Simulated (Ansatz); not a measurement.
Isolated molecules relaxed with PBE0-D4/def2-TZVP in Ansatz; ΔE leaves out vibrations. CCSD(T)/CBS is the MP2 limit (def2-TZVPP, def2-QZVPP) plus CCSD(T) − MP2 in def2-TZVPP, frozen cores. DFT in def2-TZVPP. For Ge, Se outer-core shells are correlated without core-valence functions, which leaves a few kJ/mol of doubt a bond. Scalar relativity is left out up to krypton.

`[CH2]1[GeH2][Se]1` → `[GeH3][CH]=[Se]`  (isomerisation)

Question: Is it downhill or uphill in electronic energy at CCSD(T)/CBS, and by how much? (Best estimate.)

Answer: Computed: Uphill: ΔE = +99.9 kJ/mol.

Question: What do these levels give: LDA (SPW92), r2SCAN0-D4, B2PLYP, r2SCAN, r2SCANh, MP2/CBS(def2)? (Best estimate.)

Answer: Ansatz gave: LDA (SPW92) 120.6, r2SCAN0-D4 118.3, B2PLYP 95.1, r2SCAN 110.6, r2SCANh 113.8, MP2/CBS(def2) 111.9 kJ/mol.

Question: What do rigid-rotor, harmonic-oscillator terms from PBE0-D4/def2-TZVP frequencies (298.15 K, 1 bar) make of the CCSD(T)/CBS value? (Estimate.)

Answer: Ansatz gave: ΔZPE = -11.2 kJ/mol, ΔH = +90.6 kJ/mol, ΔS = 20 J/(mol·K), ΔG = +84.7 kJ/mol.

Largest T1 diagnostic among the species: 0.014.

At CCSD(T), def2-SVP lies −24.2 kJ/mol from the extrapolated value and def2-TZVPP −5.7 kJ/mol. Leaving LDA and LC-ωPBE aside and taking each functional with its dispersion term where it has one, the values, not all of them listed here, spread over 33.3 kJ/mol, from BLYP-D4 to r2SCAN0-D4. LDA lies +13.1 kJ/mol from PBE without D4.
